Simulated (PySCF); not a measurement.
PySCF 2.14 output of an unrestricted BP86 calculation on a single atom or ion in x2c-TZVPall (5s3p2d1f, 31 functions), with scalar relativity by spin-free X2C-1e:

```
SCF conv_tol = 1e-09
number electrons alpha = 4  beta = 2
    A. D. Becke.,  Phys. Rev. A 38, 3098 (1988)
    J. P. Perdew.,  Phys. Rev. B 33, 8822 (1986)
cycle= 1 E= -54.0815416865635  delta_E= -0.00356  |g|= 0.00779  |ddm|= 0.0683
cycle= 2 E= -54.0815645747649  delta_E= -2.29e-05  |g|= 0.00152  |ddm|= 0.00432
cycle= 3 E= -54.0815653374369  delta_E= -7.63e-07  |g|= 0.000618  |ddm|= 0.00149
cycle= 4 E= -54.0815654790017  delta_E= -1.42e-07  |g|= 7.64e-06  |ddm|= 0.000442
cycle= 5 E= -54.081565479027  delta_E= -2.53e-11  |g|= 4.28e-07  |ddm|= 6.75e-06
converged SCF energy = -54.081565479027  <S^2> = 2.0019761  2S+1 = 3.0013171
```

The run itself started from symmetry-adapted Hartree-Fock orbitals and held the occupation by maximum overlap, on a logarithmic radial grid, so the iterations belong to that start.

**Question.** Which element, charge and spin multiplicity is this?

**Answer.** N⁺ (nitrogen, charge +1), multiplicity 3; the state was [He] 2s2 2p2, high-spin 3P determinant.
